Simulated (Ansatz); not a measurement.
A CCSD(T) single point on `[F][Ti]1234([Cl])([Cl])[C@H]5[C@@H]1[C@@H]2[C@@H]3[C@H]54`.

```yaml
crystal:
  periodic: [false, false, false]
  atoms:
    - {symbol: F, position_ang: [-2.287097, -1.037446, -0.398825]}
    - {symbol: Ti, position_ang: [-1.190740, 0.136730, 0.326742]}
    - {symbol: Cl, position_ang: [-1.562673, -0.040971, 2.506348]}
    - {symbol: Cl, position_ang: [-2.064368, 2.103783, -0.209875]}
    - {symbol: C, position_ang: [0.364931, -0.420452, -1.330239]}
    - {symbol: C, position_ang: [0.684707, 0.880363, -0.890015]}
    - {symbol: C, position_ang: [1.069351, 0.800580, 0.464225]}
    - {symbol: C, position_ang: [0.998321, -0.552408, 0.857416]}
    - {symbol: C, position_ang: [0.560046, -1.306200, -0.250083]}
    - {symbol: H, position_ang: [-0.024918, -0.684679, -2.301925]}
    - {symbol: H, position_ang: [0.598175, 1.784690, -1.470973]}
    - {symbol: H, position_ang: [1.316921, 1.634668, 1.103826]}
    - {symbol: H, position_ang: [1.193422, -0.934569, 1.846756]}
    - {symbol: H, position_ang: [0.343913, -2.364090, -0.253368]}
basis:
  gaussian: {orbitals: def2-TZVPP}
correlation: {method: ccsd_t}
output: {orbitals: {seedname: orbitals}}
```

```sh
$ ansatz run in.yaml --threads 2 --pin off --events-out ev --progress --plain --max-ram 32768MiB --backend cuda --devices 0, --max-vram 18GiB
```

The program prints (abridged):

```
Functional definition: HF
2495 factors; integrals over basis functions are off by at most 1.1e-3 eV
mean field evaluation 1: about -56030.3773 eV, gradient 6.3e1 eV
mean field evaluation 2: about -56030.8972 eV, gradient 6.3e1 eV
mean field evaluation 4: about -56039.8828 eV, gradient 1.1e1 eV
mean field evaluation 8: about -56040.2304 eV, gradient 1.0e0 eV
mean field evaluation 16: about -56040.2353 eV, gradient 2.0e-6 eV
mean field -56040.23534998 eV, -2059.4406636759 hartree, gradient 2.0e-6 eV, S^2 0.000000; 0 other end points of the search recorded, 0 dependent functions left out
21 core orbitals not correlated: weight in the atoms' cores, before any rotation towards them, 1.000 or more for the frozen orbitals, at most 0.000 for the correlated occupied ones
reference -56040.23534998 eV, -2059.4406636759 hartree; 29, 29 occupied and 354, 354 virtual orbitals, 2495 factors
second order -51.58171804 eV of doubles, -0.00000000 eV of singles
cycle   1  -49.63440952 eV  change     1.9e0 eV  update   3.1e-1
cycle   2  -51.40926714 eV  change    -1.8e0 eV  update   2.6e-1
cycle   3  -51.95524946 eV  change   -5.5e-1 eV  update   6.4e-2
cycle   4  -52.01141675 eV  change   -5.6e-2 eV  update   2.8e-2
cycle   5  -51.98144436 eV  change    3.0e-2 eV  update   9.9e-3
cycle   6  -51.97169423 eV  change    9.8e-3 eV  update   4.8e-3
cycle   7  -51.97307367 eV  change   -1.4e-3 eV  update   1.9e-3
cycle   8  -51.97279621 eV  change    2.8e-4 eV  update   1.0e-3
cycle   9  -51.97267569 eV  change    1.2e-4 eV  update   4.7e-4
cycle  10  -51.97333064 eV  change   -6.5e-4 eV  update   2.2e-4
cycle  11  -51.97321086 eV  change    1.2e-4 eV  update   1.2e-4
cycle  12  -51.97299589 eV  change    2.1e-4 eV  update   8.3e-5
cycle  13  -51.97311553 eV  change   -1.2e-4 eV  update   4.0e-5
cycle  14  -51.97300428 eV  change    1.1e-4 eV  update   2.9e-5
cycle  15  -51.97301794 eV  change   -1.4e-5 eV  update   8.5e-6
perturbative correction -2.98740922 eV, -0.1097852639 hartree
Total energy: -56095.19577714 eV, -2061.4604221206 hartree
```

Hardware: 2 threads of an AMD EPYC 7R13 on a shared host and a share of an NVIDIA H100 80 GB. Wall time 29 s, peak host memory 2 GiB.

Correlation energy per correlated electron: -0.948 eV. T1 diagnostic: 0.0205.
